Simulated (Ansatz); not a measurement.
Molecule: SbF$_{2}$ (charge 0, doublet). It need not be the lowest isomer of its formula. SMILES: [F][Sb][F]
Geometry from a B3LYP-D3(BJ)/def2-TZVP (Ansatz, a quantum-chemistry and plane-wave program) optimisation:
```
Sb
F 1 1.9207
F 1 1.9207 2 95.32
```
Charge 0, spin multiplicity 2.

Property: vertical ionisation energy (to the singlet state of charge +1; each state is the SCF solution reached for its spin), in eV. Correlated levels leave the core frozen unless marked. Open shells are spin-unrestricted. No spin-orbit coupling. The frozen core is the preceding noble-gas configuration, with the filled d and f shells of earlier blocks. Past Kr the def2 sets carry scalar-relativistic core potentials. CBS(X,Y): correlation extrapolated as X^-3; Hartree-Fock from the larger set. [CCSD(T)-MP2]/basis is that difference in the basis named.

| level | program | vertical ionisation energy (eV) |
|---|---|---|
| HF/def2-SVPD | Ansatz | 8.82 |

### Question
Predict the RI-MP2/CBS(def2-TZVPPD,def2-QZVPPD)+[CCSD(T)-MP2]/def2-TZVPPD result (Ansatz).

### Answer
8.77 eV
